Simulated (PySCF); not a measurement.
A species of formula C5H5NO2Si has this rotational fingerprint, computed with CAM-B3LYP/def2-SVPD in PySCF (dipole) on a GFN2-xTB geometry, gas phase:

| Quantity | Value |
| --- | --- |
| Rotational constants | A = 1934, B = 966.0, C = 849.8 MHz |
| Dipole components | \|μa\| = 1.18 D, \|μb\| = 2.72 D, \|μc\| = 0.65 D |
| Inertial defect | -189.73 u·Å² |
| κ | -0.79 |

Task: Which structure is it? (One computed conformer of each.)
A. `[CH:1]#[C:2][C@@H:3]([C:4]#[N:5])[C:6](=[O:7])[O:8][SiH3:9]` with C2–C3–C6–O7 112°, C3–C6–O8–Si9 -179°
B. `O1c2c(cncc2)O[SiH2]1`
C. `[CH:1]#[C:2][c:3]1[n:4][cH:5][c:6]([O:7][SiH3:8])[o:9]1` with C5–C6–O7–Si8 180°
D. `[N:1]#[C:2][c:3]1[cH:4][cH:5][c:6]([O:7][SiH3:8])[o:9]1` with C5–C6–O7–Si8 -179°
E. `[N:1]#[C:2]/[CH:3]=[CH:4]/[C:5](=[O:6])[SiH2:7][CH:8]=[O:9]` with C3–C4–C5–O6 -20°, C4–C5–Si7–C8 58°, C5–Si7–C8–O9 -59°

Result: A. It is C#C[C@@H](C#N)C(=O)O[SiH3], an asymmetric top, point group C1. The candidates at the same level (rigid rotor, commonest isotopes):

| SMILES | A (MHz) | B (MHz) | C (MHz) | μa (D) | μb (D) | μc (D) | Δ (u·Å²) | point group | rotor |
| --- | --- | --- | --- | --- | --- | --- | --- | --- | --- |
| C#Cc1ncc(O[SiH3])o1 | 3200 | 837.3 | 668.7 | 1.93 | 1.93 | 0.00 | -5.80 | Cs | asymmetric top |
| N#C/C=C/C(=O)[SiH2]C=O | 2186 | 726.1 | 577.9 | 4.46 | 1.58 | 0.85 | -52.73 | C1 | asymmetric top |
| c1cc2c(cn1)O[SiH2]O2 | 3790 | 1203 | 923.7 | 3.00 | 1.12 | 0.00 | -6.33 | Cs | asymmetric top |
| C#C[C@@H](C#N)C(=O)O[SiH3] | 1934 | 966.0 | 849.8 | 1.18 | 2.72 | 0.65 | -189.73 | C1 | asymmetric top |
| N#Cc1ccc(O[SiH3])o1 | 3033 | 847.8 | 667.7 | 4.02 | 2.26 | 0.00 | -5.81 | Cs | asymmetric top |

`c1cc2c(cn1)O[SiH2]O2` has A 96 % too high; `N#Cc1ccc(O[SiH3])o1` has A 57 % too high; `C#Cc1ncc(O[SiH3])o1` has A 65 % too high; `N#C/C=C/C(=O)[SiH2]C=O` has C 32 % too low. No structure here is proved a minimum.
